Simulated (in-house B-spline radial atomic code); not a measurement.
The numbers below are computed, except where a source is named.
Br ion on Cu atom: potential, deflection and energy transfer

The pair potential comes from two frozen, spherical free-atom densities (PBE, B-spline radial code, scalar-relativistic past argon): electrostatics plus the change in Thomas-Fermi kinetic and Dirac exchange energy where they overlap, the recipe behind the universal ZBL potential, which averages such potentials (from solid-state densities) over many pairs. It is written V = (Z1 Z2 e²/r) φ(r/a), with e² = 14.3996 eV·Å and a = 0.46850 Å/(Z1^0.23 + Z2^0.23); ZBL's fit is φ = 0.18175 e^(−3.1998x) + 0.50986 e^(−0.94229x) + 0.28022 e^(−0.4029x) + 0.02817 e^(−0.20162x). Where φ falls below 4e-4 it is continued as an exponential.

Masses 79.9 and 63.55 u.

| x = r/a | φ, this pair | φ, ZBL |
| --- | --- | --- |
| 0.1 | 0.8924 | 0.8928 |
| 0.5 | 0.6217 | 0.6096 |
| 1.5 | 0.3103 | 0.2995 |
| 3 | 0.1348 | 0.1292 |
| 5 | 0.05356 | 0.05224 |
| 8 | 0.01633 | 0.01705 |
| 12 | 0.004639 | 0.00474 |
| 17 | 0.001145 | 0.001212 |

**Question.** At x = 2 the electrostatic, kinetic and exchange parts are 7718.84, 8619.72 and -389.47 eV. Find r, V and φ.

**Answer.** a = 0.46850/(2.2654 + 2.1695) = 0.10564 Å, so r = 0.21128 Å. V = 7718.84 + 8619.72 + (-389.47) = 15949.09 eV. The bare repulsion is 35 × 29 × 14.3996/0.21128 = 69175 eV, so φ = 0.2306, +4.0 % against ZBL's 0.2218. The kinetic (Pauli) term is 54 % of V here.

**Question.** The ion comes in at 312.3 keV with impact parameter 0.0528 Å. The scattering integral gives a centre-of-mass angle of 63.97° and a closest approach of 0.8038 a. What are the reduced energy, the energy passed on and the laboratory angles?

**Answer.** ε = E a M2/(Z1 Z2 e² (M1 + M2)) = 312300 × 3.2021e-06 = 1. The most that one collision can pass on is γE with γ = 4 M1 M2/(M1 + M2)² = 0.9870. Here T = γE sin²(θ/2) = 0.9870 × 312300 × 0.2806 = 86490 eV. The ion turns by arctan(sin θ/(cos θ + M1/M2)) = 27.9°, and the struck atom leaves at (180° − θ)/2 = 58.0°. The closest approach is 0.085 Å. With ZBL the angle would be 63.04° and T = 84240 eV.
